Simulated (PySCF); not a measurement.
# How ionic is MSe along the lanthanides?

r²SCAN in PySCF with x2c-SVPall on every atom, spin-free X2C, for the lowest determinant that a PBE0 search found; no spin–orbit coupling. A negative dipole means M(+)Se(−).

```tsv
M	state (unpaired electrons)	Re (Å)	μ (D)
La	doublet (σ ↑)	2.509	-5.83
Sm	septet (f population 5.8)	2.521	-8.18
Eu	octet (f population 6.9)	2.531	-8.88
Gd	nonet (f population 7.1)	2.428	-6.28
Yb	singlet (f population 13.8)	2.448	-8.15
```

Problem. Give the ionic character |μ|/(e·Re) of each, with 1 e·Å = 4.803 D, and the positive end.

Solution. LaSe 48 % (La positive), SmSe 68 % (Sm positive), EuSe 73 % (Eu positive), GdSe 54 % (Gd positive), YbSe 69 % (Yb positive). Lone pairs and polarisation enter μ too, so this number is only a rough measure of charge transfer.

Spin–orbit coupling is left out.
